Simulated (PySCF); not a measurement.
A calculated (wB97X-V, PySCF 2.14, x2c-TZVPPall, the spin-free X2C one-electron Hamiltonian (Gaussian nucleus)) atom or ion has these occupied shells.

```
shell  electrons  orbital energy (eV)  rms radius, mean of both spins (bohr)
 1s α          1             -57301.0                                 0.0231
 1s β          1             -57301.0                                 0.0231
 2s α          1              -9650.5                                 0.0935
 2s β          1              -9650.5                                 0.0935
 2p α          3              -8554.1                                 0.0843
 2p β          3              -8554.1                                 0.0843
 3s α          1              -2173.6                                  0.241
 3s β          1              -2172.7                                  0.241
 3p α          3              -1837.6                                  0.241
 3p β          3              -1836.7                                  0.241
 3d α          5              -1407.4                                  0.221
 3d β          5              -1406.6                                  0.221
 4s α          1              -435.22                                  0.540
 4s β          1              -433.15                                  0.540
 4p α          3              -323.88                                  0.575
 4p β          3              -321.77                                  0.575
 4d α          5              -172.04                                  0.630
 4d β          5              -169.72                                  0.630
 5s α          1              -55.981                                   1.35
 5s β          1              -54.857                                   1.35
 5p α          3              -29.633                                   1.62
 5p β          3              -28.519                                   1.62
 4f α          7               -7.081                                  0.947
 4f β          5               -5.546                                  0.947
 5d α          2               -2.904                                   4.49
```

Q: Name the element and its charge.

A: Er (erbium, neutral), in [Xe] 4f12 5d2, one real determinant (an excited configuration).
